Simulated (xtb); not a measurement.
Br3Sb, charge +1, doublet, geometry from GFN2-xTB (a state made from the parent by changing its charge; the spin is typed, not shown lowest); GFN2-xTB (xtb).

Here is a job for xtb.
```
$ xtb mol.xyz --gfn 2 --chrg 1 --uhf 1 --etemp 1000 --json

# file mol.xyz
4

Sb    -0.00424655    -0.01061037     0.90041461
Br     0.54273096    -2.14698769    -0.46015488
Br     1.59562012     1.54932591    -0.41163234
Br    -2.13216325     0.61312260    -0.44024549
```

Output, abridged:

```
   ID    Z sym.   atoms
    1   51 Sb     1
    2   35 Br     2-4

           -------------------------------------------------
          |                Calculation Setup                |
           -------------------------------------------------

           -------------------------------------------------
          |                 G F N 2 - x T B                 |
           -------------------------------------------------

          ...................................................
          :                      SETUP                      :
          :.................................................:
          :  # basis functions                  40          :
          :  # atomic orbitals                  36          :
          :  # shells                           12          :
          :  # electrons                        25          :
          :  max. iterations                   250          :
          :  Hamiltonian                  GFN2-xTB          :
          :  restarted?                      false          :
          :  GBSA solvation                  false          :
          :  PC potential                    false          :
          :  electronic temp.         1000.0000000     K    :
          :  accuracy                    1.0000000          :
          :  -> integral cutoff          0.2500000E+02      :
          :  -> integral neglect         0.1000000E-07      :
          :  -> SCF convergence          0.1000000E-05 Eh   :
          :  -> wf. convergence          0.1000000E-03 e    :
          :  Broyden damping             0.4000000          :
          :  net charge                          1          :
          :  unpaired electrons                  1          :
          ...................................................

 iter      E             dE          RMSdq      gap      omega  full diag
   1    -14.0724784 -0.140725E+02  0.101E+01    3.93       0.0  T
   2    -14.0756087 -0.313024E-02  0.512E+00    3.63       1.0  T
   3    -13.9981026  0.775061E-01  0.490E+00    4.36       1.0  T
   4    -14.0843491 -0.862466E-01  0.177E+00    3.63       1.0  T
   5    -14.0883201 -0.397100E-02  0.931E-01    3.81       1.0  T
   6    -14.0890363 -0.716133E-03  0.342E-01    3.78       1.0  T
   7    -14.0889591  0.772069E-04  0.299E-01    3.74       1.0  T
   8    -14.0891458 -0.186751E-03  0.108E-01    3.77       1.0  T
   9    -14.0890500  0.958552E-04  0.194E-01    3.77       1.0  T
  10    -14.0891611 -0.111150E-03  0.371E-02    3.76       1.3  T
  11    -14.0891554  0.569086E-05  0.460E-02    3.77       1.1  T
  12    -14.0891606 -0.522029E-05  0.217E-02    3.77       2.3  T
  13    -14.0891620 -0.140345E-05  0.551E-03    3.77       9.1  T
  14    -14.0891621 -0.219487E-07  0.113E-03    3.77      44.3  T
  15    -14.0891621 -0.145492E-08  0.182E-03    3.77      27.5  T
  16    -14.0891621 -0.122022E-09  0.785E-04    3.77      63.7  T
  17    -14.0891621 -0.899155E-09  0.263E-05    3.77    1898.2  T

   *** convergence criteria satisfied after 17 iterations ***

         :::::::::::::::::::::::::::::::::::::::::::::::::::::
         ::                     SUMMARY                     ::
         :::::::::::::::::::::::::::::::::::::::::::::::::::::
         :: total energy             -14.085901305739 Eh    ::
         :: gradient norm              0.003167243806 Eh/a0 ::
         :: HOMO-LUMO gap              3.765912197175 eV    ::
         ::.................................................::
         :: SCC energy               -14.089160487470 Eh    ::
         :: -> isotropic ES            0.132766582318 Eh    ::
         :: -> anisotropic ES          0.011998315274 Eh    ::
         :: -> anisotropic XC         -0.006629132580 Eh    ::
         :: -> dispersion             -0.005336666821 Eh    ::
         :: repulsion energy           0.003259181731 Eh    ::
         :: add. restraining           0.000000000000 Eh    ::
         :: total charge               1.000000000206 e     ::
         :::::::::::::::::::::::::::::::::::::::::::::::::::::

           -------------------------------------------------
          |                Property Printout                |
           -------------------------------------------------

    * Orbital Energies and Occupations

         #    Occupation            Energy/Eh            Energy/eV
      -------------------------------------------------------------
         1        2.0000           -1.1478405             -31.2343
         2        2.0000           -1.0505128             -28.5859
         3        2.0000           -1.0505128             -28.5859
         4        2.0000           -1.0152948             -27.6276
         5        2.0000           -0.7025154             -19.1164
         6        2.0000           -0.7025154             -19.1164
         7        2.0000           -0.6847008             -18.6317
         8        1.9811           -0.6625395             -18.0286
         9        1.9811           -0.6625395             -18.0286
        10        1.8165           -0.6547675             -17.8171
        11        1.8165           -0.6547675             -17.8171
        12        1.7430           -0.6534029             -17.7800
        13        1.6619           -0.6521686             -17.7464 (HOMO)
        14                         -0.5137739             -13.9805 (LUMO)
        15                         -0.5137739             -13.9805
        16                         -0.4771337             -12.9835
        17                         -0.2067863              -5.6269
        18                         -0.2067863              -5.6269
        19                         -0.2046262              -5.5682
        20                         -0.2046262              -5.5682
        21                         -0.2010591              -5.4711
        22                         -0.1989693              -5.4142
        23                         -0.1922324              -5.2309
        24                         -0.1922324              -5.2309
       ...                                ...                  ...
        36                          0.6721647              18.2905
      -------------------------------------------------------------
                  HL-Gap            0.1383947 Eh            3.7659 eV
             Fermi-level           -0.6162895 Eh          -16.7701 eV

     #   Z          covCN         q      C6AA      α(0)
     1  51 Sb       2.503     0.599   348.593    35.695
     2  35 Br       0.839     0.134   181.131    21.699
     3  35 Br       0.839     0.134   181.131    21.699
     4  35 Br       0.839     0.134   181.131    21.699

 Mol. C6AA /au·bohr⁶  :       3469.146309
 Mol. C8AA /au·bohr⁸  :     263249.680579
 Mol. α(0) /au        :        100.792736

Wiberg/Mayer (AO) data.
largest (>0.10) Wiberg bond orders for each atom

 ---------------------------------------------------------------------------
     #   Z sym  total        # sym  WBO       # sym  WBO       # sym  WBO
 ---------------------------------------------------------------------------
     1  51 Sb   3.365 --     2 Br   1.122     4 Br   1.122     3 Br   1.122
     2  35 Br   1.209 --     1 Sb   1.122
     3  35 Br   1.209 --     1 Sb   1.122
     4  35 Br   1.209 --     1 Sb   1.122
 ---------------------------------------------------------------------------

Topologies differ in total number of bonds
Writing topology from bond orders to xtbtopo.mol

molecular dipole:
                 x           y           z       tot (Debye)
 q only:       -0.003      -0.008       0.687
   full:       -0.010      -0.026       2.166       5.507
molecular quadrupole (traceless):
                xx          xy          yy          xz          yz          zz
 q only:        0.761      -0.000       0.761       0.011       0.027      -1.521
  q+dip:       -2.435       0.000      -2.434      -0.034      -0.086       4.869
   full:       -2.351       0.000      -2.350      -0.033      -0.083       4.701

           -------------------------------------------------
          | TOTAL ENERGY              -14.085901305739 Eh   |
          | GRADIENT NORM               0.003167243806 Eh/α |
          | HOMO-LUMO GAP               3.765912197175 eV   |
           -------------------------------------------------

normal termination of xtb
```
